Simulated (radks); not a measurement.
Ag XLIII, configuration [He] 2s2 2p1 (the NIST ground configuration). Method: scalar-relativistic Kohn-Sham, PBE, spin-unpolarised, spherical densities, point nucleus; computed with a radial shooting solver on a logarithmic mesh with Libxc functionals. Some entries of the table are withheld. Estimate them.

orbital  occ.  eigenvalue (Ry)  <r^2> (bohr^2)  <r> (bohr)
1s          2              (1)        0.001296     0.03098
2s          2        -501.4825         0.01908      0.1276
2p          1        -481.2180         0.01453         (2)
3s          0              (3)         0.09929      0.2955
3p          0        -208.0449         0.09092      0.2808
3d          0        -202.8644         0.06642      0.2408

Answer. 
(1) 1s eigenvalue (Ry): -2133.756
(2) 2p <r> (bohr): 0.1097
(3) 3s eigenvalue (Ry): -214.2101
